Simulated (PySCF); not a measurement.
**Cr⁺ (chromium, charge +1): wB97X calculation**

Configuration: [Ar] 3d4 4s1, high-spin 6D determinant (an excited configuration). All numbers are calculated (PySCF 2.14, the non-relativistic Hamiltonian (point nucleus), in aug-cc-pVTZ with one added diffuse shell each of s, p, d, f, g type (9s8p6d4f3g, 118 functions)).

* Total energy: -1044.118 hartree
* One-electron energy: -1428.238 hartree
* Hartree (Coulomb) energy: 432.519 hartree
* Exchange-correlation energy: -48.400 hartree
* Kinetic energy: 1042.53233 hartree
* ⟨S²⟩: 8.7505
* ⟨L²⟩: 6.006
* Sum of ⟨r⟩: 17.76 bohr
* Sum of ⟨r²⟩: 27.00 bohr²
* Traceless quadrupole moment −½Σ⟨3z² − r²⟩ along its main axis: -0.447 e·bohr²
* Density at the nucleus (Gaussians lack the cusp): 9260 bohr⁻³
* Spin density at the nucleus: 4.52 bohr⁻³
* Langevin diamagnetic susceptibility: -21.4 ×10⁻⁶ cm³/mol
* Time after the integrals: roughly 17 core-seconds

| shell | electrons | mean orbital energy (eV) | spread (eV) | rms radius, mean of both spins (bohr) |
| --- | --- | --- | --- | --- |
| 1s α | 1 | -5877.0 | 0 | 0.0743 |
| 1s β | 1 | -5877.0 | 0 | 0.0743 |
| 2s α | 1 | -683.66 | 0 | 0.321 |
| 2s β | 1 | -682.06 | 0 | 0.321 |
| 2p α | 3 | -582.62 | 0.412 | 0.289 |
| 2p β | 3 | -581.31 | 0.754 | 0.289 |
| 3s α | 1 | -92.952 | 0 | 0.974 |
| 3s β | 1 | -88.425 | 0 | 0.974 |
| 3p α | 3 | -64.372 | 0.336 | 1.05 |
| 3p β | 3 | -59.491 | 1.619 | 1.05 |
| 3d α | 4 | -19.681 | 1.086 | 1.40 |
| 4s α | 1 | -14.293 | 0 | 3.16 |
